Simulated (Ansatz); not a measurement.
Consider the formal exchange of groups at the Si–As bond: `C[SiH2][AsH2]` + `[CH3][GeH3]` → `C[SiH2][GeH2][CH3]` + `[AsH3]`.

Isolated molecules relaxed with PBE0-D4/def2-TZVP in Ansatz; ΔE leaves out vibrations. CBS: MP2 limit from def2 TZ/QZ plus the TZ coupled-cluster correction, frozen cores. DFT in def2-TZVPP. B3LYP here is the variant with VWN-RPA as its local correlation; programs differ in this. For As, Ge outer-core shells are correlated without core-valence functions, which leaves a few kJ/mol of doubt a bond. Scalar relativity is left out up to krypton. One conformer a species, not always the lowest.

(1) Is it downhill or uphill in electronic energy at CCSD(T)/CBS, and by how much? (Best estimate.)

(2) What do these levels give: PBE-D4, r2SCAN-D4, PBE0-D4, B3LYP-D4, ωB97X-V, ωB97M-V, B2PLYP, PBE, B3LYP, MP2/def2-TZVPP, CCSD(T)/def2-TZVPP, CCSD/CBS(def2)? (An estimate is asked.)

Largest T1 diagnostic among the species: 0.011.

Answers

(1) The calculation gave: Uphill: ΔE = +0.18 eV.

(2) Ansatz gave: PBE-D4 0.14, r2SCAN-D4 0.17, PBE0-D4 0.16, B3LYP-D4 0.15, ωB97X-V 0.17, ωB97M-V 0.18, B2PLYP 0.18, PBE 0.15, B3LYP 0.17, MP2/def2-TZVPP 0.20, CCSD(T)/def2-TZVPP 0.16, CCSD/CBS(def2) 0.18 eV.
